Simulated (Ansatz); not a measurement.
One change: `FC#CF` becomes `FC#[C][AlH2]`.

Ansatz, PBE0-D4/def2-TZVP geometries, multiplicity 1. 

```tsv
property	`FC#CF`
LUMO energy (PBE0/def2-TZVPP) / eV	0.92
size of the dipole moment (B3LYP/def2-TZVPP) / D	0.00
HOMO–LUMO gap (PBE/def2-TZVPP) / eV	6.42
HOMO energy (ωB97M-V/def2-TZVPP) / eV	-10.52
ideal-gas entropy at 298 K and 1 bar (rigid rotor, harmonic PBE0-D4/def2-TZVP) / J/(mol·K)	248
size of the dipole moment (ωB97M-V/def2-TZVPP) / D	0.00
```

Give the same properties after the change, and the shifts. (An estimate is asked.)

Computed: 
```tsv
property	`FC#[C][AlH2]`	shift
LUMO energy (PBE0/def2-TZVPP) / eV	-1.77	-2.69
size of the dipole moment (B3LYP/def2-TZVPP) / D	0.17	0.17
HOMO–LUMO gap (PBE/def2-TZVPP) / eV	4.16	-2.26
HOMO energy (ωB97M-V/def2-TZVPP) / eV	-10.16	0.36
ideal-gas entropy at 298 K and 1 bar (rigid rotor, harmonic PBE0-D4/def2-TZVP) / J/(mol·K)	297	49
size of the dipole moment (ωB97M-V/def2-TZVPP) / D	0.15	0.15
```

With PBE0 the HOMO rises by 0.26 eV and the LUMO falls by 2.69 eV, so the gap narrows by about 2.95 eV. PBE moves the HOMO by 0.06 eV and ωB97M-V by 0.36 eV. The zero-point energy changes by 29.6 kJ/mol with +5 modes.

B3LYP here is the variant with VWN-RPA as its local correlation; programs differ in this.
